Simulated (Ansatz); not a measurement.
Mulliken charges of AlH5OSi2, SMILES `[O]1[AlH][SiH2][SiH2]1` from ωB97M-V/def2-TZVPP in Ansatz (PBE0-D4/def2-TZVP geometry).

```json
{"atom": "O1", "x (Å)": "-1.393", "y (Å)": "-0.305", "z (Å)": "-0.776", "charge (e)": "-0.430"}
{"atom": "Al2", "x (Å)": "-0.240", "y (Å)": "0.754", "z (Å)": "-1.508", "charge (e)": "0.427"}
{"atom": "Si3", "x (Å)": "1.240", "y (Å)": "0.415", "z (Å)": "0.409", "charge (e)": "-0.116"}
{"atom": "Si4", "x (Å)": "-0.755", "y (Å)": "-0.820", "z (Å)": "0.675", "charge (e)": "0.316"}
{"atom": "H5", "x (Å)": "-0.498", "y (Å)": "1.445", "z (Å)": "-2.905", "charge (e)": "-0.082"}
{"atom": "H6", "x (Å)": "1.477", "y (Å)": "1.537", "z (Å)": "1.357", "charge (e)": "-0.014"}
{"atom": "H7", "x (Å)": "2.498", "y (Å)": "-0.360", "z (Å)": "0.229", "charge (e)": "-0.014"}
{"atom": "H8", "x (Å)": "-0.611", "y (Å)": "-2.301", "z (Å)": "0.693", "charge (e)": "-0.044"}
{"atom": "H9", "x (Å)": "-1.629", "y (Å)": "-0.412", "z (Å)": "1.809", "charge (e)": "-0.044"}
```

Q: By hand: the dipole of these point charges (1 e Å = 4.8032 D).

A: Σ q r = (0.198, 0.130, -0.038) e Å, of length 0.240 e Å = 1.15 D.

Q: How does the dipole of the full density compare? (Estimate.)

A: The calculation gave: (0.193, 0.142, -0.064) e Å, 1.19 D; the point charges give 0.97 times that, at 7° from its direction.

Point charges leave out the atoms' own dipoles, such as those of lone pairs, and Mulliken's split depends on the basis, so the close match here is no proof of good charges.
